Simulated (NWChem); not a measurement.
All runs are NWChem calculations. System: C$_{2}$H$_{5}$FSi$_{2}$, charge 0, spin multiplicity 1, displaced from the optimised geometry. The structure started from a generated list of species. Level: BP86/def2-SVP.

Input file:

```
start mol
memory heap 200 mb stack 800 mb global 1000 mb
geometry units angstroms nocenter noautoz noautosym
  F      2.042843     0.116548     0.991139
  Si     0.934906    -0.187537    -0.213828
  C     -0.437351    -1.452297     0.195231
  C     -1.604709    -0.738757    -0.019795
  Si    -1.070485     1.087836    -0.366314
  H      1.766054    -0.513776    -1.447406
  H     -0.420457    -2.538287     0.468448
  H     -2.622131    -1.206037     0.031424
  H     -1.557645     1.703861    -1.675243
  H     -1.400952     2.047445     0.771904
end
basis spherical
  * library def2-svp
end
dft
  xc becke88 perdew86
  semidirect memsize 60000000 filesize 0
  iterations 100
  grid coarse
end
task dft gradient
```

Part of the output:

```
             Northwest Computational Chemistry Package (NWChem) 7.3.0
             --------------------------------------------------------

                                NWChem Input Module
                                -------------------

 Scaling coordinates for geometry "geometry" by  1.889725989
 (inverse scale =  0.529177249)

                             Geometry "geometry" -> ""
                             -------------------------

 Output coordinates in angstroms (scale by  1.889725989 to convert to a.u.)

  No.       Tag          Charge          X              Y              Z
 ---- ---------------- ---------- -------------- -------------- --------------
    1 F                    9.0000     2.04284300     0.11654800     0.99113900
    2 Si                  14.0000     0.93490600    -0.18753700    -0.21382800
    3 C                    6.0000    -0.43735100    -1.45229700     0.19523100
    4 C                    6.0000    -1.60470900    -0.73875700    -0.01979500
    5 Si                  14.0000    -1.07048500     1.08783600    -0.36631400
    6 H                    1.0000     1.76605400    -0.51377600    -1.44740600
    7 H                    1.0000    -0.42045700    -2.53828700     0.46844800
    8 H                    1.0000    -2.62213100    -1.20603700     0.03142400
    9 H                    1.0000    -1.55764500     1.70386100    -1.67524300
   10 H                    1.0000    -1.40095200     2.04744500     0.77190400

 Effective nuclear repulsion energy (a.u.)     265.3852429540

            Nuclear Dipole moment (a.u.)
            ----------------------------
        X                 Y               Z
 ---------------- ---------------- ----------------
    -0.0000188973     0.0000000000     0.0000113384


 Summary of "ao basis" -> "" (spherical)
 ------------------------------------------------------------------------------
       Tag                 Description            Shells   Functions and Types
 ---------------- ------------------------------  ------  ---------------------
 *                          def2-svp                  on all atoms

  perdew86 is a nonlocal functional; adding perdew81 local functional.

                                 NWChem DFT Module
                                 -----------------

 Summary of "ao basis" -> "ao basis" (spherical)
 ------------------------------------------------------------------------------
       Tag                 Description            Shells   Functions and Types
 ---------------- ------------------------------  ------  ---------------------
 F                          def2-svp                 6       14   3s2p1d
 Si                         def2-svp                 8       18   4s3p1d
 C                          def2-svp                 6       14   3s2p1d
 H                          def2-svp                 3        5   2s1p

 Summary of "ao basis" -> "ao basis" (spherical)
 ------------------------------------------------------------------------------
       Tag                 Description            Shells   Functions and Types
 ---------------- ------------------------------  ------  ---------------------
 F                          def2-svp                 6       14   3s2p1d
 Si                         def2-svp                 8       18   4s3p1d
 C                          def2-svp                 6       14   3s2p1d
 H                          def2-svp                 3        5   2s1p

            General Information
            -------------------
[...]
    18     -0.536317   2 Si s                72      0.477556   5 Si py
    25      0.431285   2 Si px              100     -0.431901  10 H  s
    27      0.358449   2 Si pz               80      0.308394   6 H  s
    17     -0.289337   2 Si s                64      0.290579   5 Si s

 Vector   30  Occ=0.000000D+00  E=-2.748478D-02
              MO Center= -6.8D-02,  5.1D-01, -2.3D-01, r^2= 4.2D+00
   Bfn.  Coefficient  Atom+Function         Bfn.  Coefficient  Atom+Function
  ----- ------------  ---------------      ----- ------------  ---------------
    73      0.678762   5 Si pz               95      0.469862   9 H  s
   100     -0.442253  10 H  s                27      0.371976   2 Si pz
    17      0.346444   2 Si s                49     -0.347082   4 C  s
    71     -0.341507   5 Si px               26      0.311632   2 Si py
     3     -0.271106   1 F  s                25      0.244591   2 Si px

 center of mass
 --------------
 x =   0.11347788 y =   0.01087446 z =   0.05159632

 moments of inertia (a.u.)
 ------------------
         397.904690467190          47.733555478944        -148.959845606164
          47.733555478944         761.123640019174          45.874904520822
        -148.959845606164          45.874904520822         945.882384479886

     Multipole analysis of the density
     ---------------------------------

     L   x y z        total         alpha         beta         nuclear
     -   - - -        -----         -----         ----         -------
     0   0 0 0     -0.000000    -27.000000    -27.000000     54.000000

     1   1 0 0     -0.523030     -0.261505     -0.261505     -0.000019
     1   0 1 0     -0.241146     -0.120573     -0.120573      0.000000
     1   0 0 1     -0.308940     -0.154476     -0.154476      0.000011

     2   2 0 0    -34.145104   -190.264026   -190.264026    346.382947
     2   1 1 0      0.427658     14.303765     14.303765    -28.179872
     2   1 0 1     -1.501164    -35.183814    -35.183814     68.866464
     2   0 2 0    -31.573357   -102.149635   -102.149635    172.725914
     2   0 1 1     -0.636517     12.802773     12.802773    -26.242063
     2   0 0 2    -34.840391    -48.325360    -48.325360     61.810330

            General Information
            -------------------
          SCF calculation type: DFT
          Wavefunction type:  closed shell.
          No. of atoms     :    10
          No. of electrons :    54
           Alpha electrons :    27
            Beta electrons :    27
          Charge           :     0
          Spin multiplicity:     1
          Use of symmetry is: off; symmetry adaption is: off
          Maximum number of iterations: 100
          AO basis - number of functions:   103
                     number of shells:    49
          Convergence on energy requested:  1.00D-06
          Convergence on density requested:  1.00D-05
          Convergence on gradient requested:  5.00D-04

              XC Information
              --------------
                    Becke 1988 Exchange Functional  1.000
                Perdew 1981 Correlation Functional  1.000 local
                Perdew 1986 Correlation Functional  1.000 non-local

             Grid Information
             ----------------
          Grid used for XC integration:  coarse
          Radial quadrature: Mura-Knowles
          Angular quadrature: Lebedev.
          Tag              B.-S. Rad. Rad. Pts. Rad. Cut. Ang. Pts.
          ---              ---------- --------- --------- ---------
          F                   0.50       35          12.0       302
          Si                  1.10       70          10.0       302
          C                   0.70       35          10.0       302
          H                   0.35       35          12.0       302
          Grid pruning is: on
          Number of quadrature shells:   420
          Spatial weights used:  Erf1

          Convergence Information
          -----------------------
          Convergence aids based upon iterative change in
          total energy or number of iterations.
          Levelshifting, if invoked, occurs when the
          HOMO/LUMO gap drops below (HL_TOL):  1.00D-02
          DIIS, if invoked, will attempt to extrapolate
          using up to (NFOCK): 10 stored Fock matrices.

                    Damping( 0%)  Levelshifting(0.5)       DIIS
                  --------------- ------------------- ---------------
          dE  on:    start            ASAP                start
          dE off:    2 iters        100 iters           100 iters

      Screening Tolerance Information
      -------------------------------
          Density screening/tol_rho:  1.00D-10
          AO Gaussian exp screening on grid/accAOfunc:  14
          CD Gaussian exp screening on grid/accCDfunc:  20
          XC Gaussian exp screening on grid/accXCfunc:  20
          Schwarz screening/accCoul:  1.00D-08

                            NWChem DFT Gradient Module
                            --------------------------

  charge          =   0.00
  wavefunction    = closed shell

                         DFT ENERGY GRADIENTS

    atom               coordinates                        gradient
                 x          y          z           x          y          z
   1 F       3.860414   0.220244   1.872981    0.006277   0.001851   0.007084
   2 Si      1.766716  -0.354394  -0.404076    0.000376   0.001777  -0.003685
   3 C      -0.826474  -2.744443   0.368933    0.007753  -0.005467   0.002548
   4 C      -3.032460  -1.396048  -0.037407   -0.008448   0.004052  -0.001962
   5 Si     -2.022923   2.055712  -0.692233    0.001063   0.003598  -0.000813
   6 H       3.337358  -0.970896  -2.735201    0.003139  -0.001232  -0.004973
   7 H      -0.794549  -4.796667   0.885238   -0.000015  -0.007705   0.001905
   8 H      -4.955109  -2.279079   0.059383   -0.007036  -0.003410   0.000527
   9 H      -2.943522   3.219830  -3.165750   -0.001809   0.002483  -0.005483
  10 H      -2.647415   3.869110   1.458687   -0.001300   0.004053   0.004854

                 ----------------------------------------
                 |  Time  |  1-e(secs)   |  2-e(secs)   |
                 ----------------------------------------
                 |  CPU   |       0.02   |       4.58   |
                 ----------------------------------------
                 |  WALL  |       0.02   |       4.58   |
                 ----------------------------------------

 Task  times  cpu:       13.7s     wall:       13.7s

 Total times  cpu:       13.8s     wall:       13.8s
```
